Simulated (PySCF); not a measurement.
## Excitation energy of Ne²⁺ by level of theory

Ne²⁺ [He] 2s2 2p4 (3P) → Ne²⁺ [He] 2s1 2p5 (3P), as a difference of total energies. Calculation: PySCF 2.14, in def2-TZVPPD; the non-relativistic Hamiltonian (point nucleus). Correlated levels: valence and next inner shell: nothing frozen. The calculations carry no spin-orbit coupling.

```csv
method,excitation energy (cm⁻¹)
UHF,213620
MP2 (valence and next inner shell),205450
SCS-MP2 (valence and next inner shell),204840
CCSD (valence and next inner shell),203870
CCSD(T) (valence and next inner shell),203500
```
